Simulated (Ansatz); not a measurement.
The cluster Ga₄As₄⁻ (the lowest doublet isomer of a short search) was relaxed with r2SCAN-D4 (def2-SVP) in Ansatz in these states: charge -1 doublet, charge -1 quartet. The geometries follow in no particular order.

A:

```xyz
8

Ga   -1.187    2.386   -0.674
Ga    2.466   -0.404   -1.298
Ga   -1.043    0.286    2.165
Ga   -0.659   -0.480   -0.728
As    0.785   -2.370   -0.949
As   -2.660    0.452    0.128
As    1.100    1.227    0.168
As    1.198   -1.097    1.188
```

B:

```xyz
8

Ga    1.617    0.280    1.140
Ga    0.968   -1.962   -0.211
Ga   -1.129    1.524    1.258
Ga    0.141    0.833   -1.483
As   -0.383   -1.373   -2.241
As    1.102    2.396    0.032
As   -0.483   -1.052    1.802
As   -1.834   -0.645   -0.297
```

Problem. Judge from the bond lengths which geometry belongs to which state (an estimate).

Solution. A is the charge -1 doublet (Ga4–As7 2.610 Å, Ga2–As8 2.876 Å, Ga1–Ga4 2.915 Å); B is the charge -1 quartet (Ga4–As7 3.838 Å, Ga2–As8 3.097 Å, Ga1–Ga4 3.060 Å).
